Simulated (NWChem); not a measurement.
MgH₂SeO; SMILES [OH][Mg][SeH]

```xyz
5

Mg     0.0156    -1.2169     0.0000
O      0.0131    -2.9751     0.0000
H      0.0200    -3.9258     0.0000
Se     0.0332     1.2091     0.0000
H     -1.4401     1.2201     0.0000
```
Atoms are numbered in this order, from 1.

Results from NWChem. All runs use the structure optimised with PBE0/def2-SVP. Ions are spin-unrestricted doublets at the neutral geometry. Hybrids' shares of exact exchange are those that their runs print; pure functionals count as 0. The functionals differ in more than this share.

```csv
row,share of exact exchange,ΔSCF ionisation energy minus −ε(HOMO) (eV)
PBE/def2-SVPD,0.00,3.09
B3LYP/def2-SVPD,0.20,2.52
PBE0/def2-SVPD,0.25,withheld
M06-2X/def2-SVPD,0.54,1.27
```

### Question
Fit a straight line of the last column on the one before it, predict the withheld value, and compare with the run.

### Answer

1. Means of the 3 shown rows: x = 0.247, y = 2.293. Slope Σ(x − x̄)(y − ȳ)/Σ(x − x̄)² = -0.5073/0.1491 = -3.403; intercept 3.133.
2. The shown rows scatter about the line by 0.049 (root mean square); the largest residual is +0.07, at B3LYP/def2-SVPD.
3. At x = 0.25 (PBE0/def2-SVPD; inside the shown range) the line gives 2.28.
4. The run gives 2.29, +0.01 from the line, 0.2 times the scatter. The line crosses zero at a share of 0.92, outside the shown range.
